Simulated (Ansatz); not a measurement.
Calculated with Ansatz (gas phase, PBE0-D4/def2-TZVP geometries, no zero-point term in ΔE). CCSD(T)/CBS adds triple-zeta CCSD(T) − MP2 to the extrapolated MP2 energy (def2 sets, frozen cores). This one scheme is used for every species. DFT in def2-TZVPP. For Br outer-core shells are correlated without core-valence functions, which leaves a few kJ/mol of doubt a bond. Scalar relativity is left out up to krypton. One conformer a species, not always the lowest.

Consider the formal exchange of groups at the Al–C bond: `[CH3][Al]([Cl])[Br]` + `C[BH][AlH2]` → `[AlH2][BH][Al]([Cl])[Br]` + ethane.

```tsv
level	ΔE (kJ/mol)
LDA (SPW92)	52.8
r2SCAN-D4	53.3
r2SCANh-D4	53.4
BHLYP-D4	49.8
B2PLYP	52.4
BLYP	49.6
LC-ωPBE	53.0
CCSD/CBS(def2)	49.4
```

Task: What does CCSD(T)/CBS give? (An estimate is asked.)

Result: Ansatz gave: +49.8 kJ/mol. The listed levels differ from it by 3.0, 3.5, 3.6, 0.0, 2.6, -0.2, 3.2, -0.4 kJ/mol.

Largest T1 diagnostic among the species: 0.011.

At CCSD(T), def2-SVP lies −12.4 kJ/mol from the extrapolated value and def2-TZVPP −2.2 kJ/mol. Leaving LDA and LC-ωPBE aside and taking each functional with its dispersion term where it has one, the values, not all of them listed here, spread over 12.4 kJ/mol, from revPBE-D4 to ωB97M-V. LDA lies +5.8 kJ/mol from PBE without D4.
